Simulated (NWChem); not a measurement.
Species: BaCl cation; SMILES [Cl][Ba+]

```xyz
2

Ba     0.0000     0.0000    -0.6176
Cl     0.0000     0.0000     2.0345
```
Atoms are numbered in this order, from 1.

Computed with NWChem. The geometry was optimised at PBE0/def2-SVP. def2 effective core potentials on Ba; no spin-orbit coupling. Total energies compare along this basis series because the functional is fixed.

| level | basis functions | energy (Ha) | highest occupied level (eV) | orbital gap (eV) |
|---|---|---|---|---|
| TPSS/def2-SVP | 41 | -485.4381 | -10.97 | 4.20 |
| TPSS/def2-SVPD | 53 | -485.4455 | -11.02 | 4.30 |
| TPSS/def2-TZVP | 77 | -485.6227 | -10.93 | 4.22 |
| TPSS/def2-TZVPP | 82 | -485.6228 | -10.93 | 4.22 |
| TPSS/def2-QZVP | 114 | -485.6397 | -10.92 | 4.22 |
